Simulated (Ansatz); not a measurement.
The cluster Li6H7⁻. Charge -1, multiplicity 3. Geometry PBE0-D4/def2-TZVPD; atoms count from 1.

```xyz
13

Li    1.789   -0.526    0.488
Li    0.245    1.237   -2.070
Li   -2.020    0.331   -0.256
Li   -0.621   -1.613   -0.912
Li   -0.591   -0.752    1.446
Li    0.142    1.705    1.156
H    -0.880   -0.004   -1.643
H     1.576    0.966   -0.696
H     1.994    0.469   -1.195
H     0.632   -1.767    0.291
H    -1.997   -1.419    0.258
H     1.162    0.400    1.848
H    -1.433    0.973    1.286
```

The highest occupied level of the charge -1 triplet lies above zero (up to 0.49 eV). The electron is either unbound and held by the finite basis, or the level is raised by self-interaction error. In the triplet, H8 and H9 lie 0.82 Å apart (atoms count from 1), so H2 has formed as a molecule. At PBE0-D4/def2-TZVPD a singlet of charge -1 lies 1.91 eV below the triplet, each at its own geometry. The structure comes from a short search, and lower isomers may exist.

Estimate the Mulliken populations from the PBE0/def2-TZVPD orbitals of Ansatz.


```tsv
atom	charge (e)	spin (α − β)
Li1	0.57	0.13
Li2	-0.02	0.87
Li3	0.66	0.06
Li4	0.61	0.10
Li5	0.51	0.06
Li6	0.37	0.42
H7	-0.67	-0.02
H8	-0.40	0.18
H9	0.11	0.22
H10	-0.66	-0.01
H11	-0.70	0.00
H12	-0.70	0.00
H13	-0.67	-0.01
```
Mulliken values depend strongly on the basis. With diffuse functions, as here, like atoms can get unlike values, and bond orders can come out too low or too high.

Where does the spin sit?

Summed by element: Li 1.64, H 0.36, of 2 unpaired in all. Largest on single atoms: Li2 0.87, Li6 0.42, H9 0.22.

And the Mayer bond orders between heavy atoms (over 0.3)?

Li2–Li6 0.41 (3.26 Å).
